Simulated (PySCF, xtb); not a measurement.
C3H5BF2, SMILES FB1[C@H](CC1)F.

GFN2-xTB (xtb) at its own geometry gives an orbital gap of 4.15 eV and a dipole moment of 3.02 D.

Coordinates come from a PBE-D3(BJ)/def2-SVP optimisation. The structure was generated by enumeration; whether it is a known compound was not checked.

What does PBE/def2-TZVP (PySCF) give? (The exact figures need the calculation; the answer reports its results.)

gap 4.96 eV (levels -6.73 and -1.78 eV), dipole 2.33 D.
